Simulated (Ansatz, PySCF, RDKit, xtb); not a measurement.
Pair of molecules: CH3F (SMILES CF) (first 5 atoms) with CH3Cl (SMILES CCl); geometry from B3LYP-D3(BJ)/def2-TZVP, rigid monomers moved along the line of their centres of mass till F2···H8 is 3.25 Å.
(charge 0, multiplicity 1):
```xyz
10

C     -0.576    -0.128    -0.268
F      0.335    -1.134     0.065
H     -1.446    -0.591    -0.733
H     -0.861     0.394     0.645
H     -0.093     0.557    -0.966
C      0.703    -0.739     4.327
Cl    -0.451     0.638     4.440
H      0.778    -1.031     3.285
H      1.663    -0.403     4.708
H      0.314    -1.552     4.933
```

Monomers are frozen at their geometry in the pair; levels with a basis set take the counterpoise correction. RDKit's UFF carries no charges.

The values were computed with Ansatz (Gaussian orbitals); PySCF for the dispersion terms; RDKit for the force fields; xtb for the GFN methods. Values without a source in brackets are computed.

Q: One of these levels gives -62.0 meV for the interaction energy. Which one is it?
A. GFN1-xTB
B. PBE0-D3(BJ)/def2-TZVPPD
C. UFF

A: B, PBE0-D3(BJ)/def2-TZVPPD. The others give -21.9 (UFF), -37.6 (GFN1-xTB)

Ansatz is a quantum-chemistry and plane-wave program.
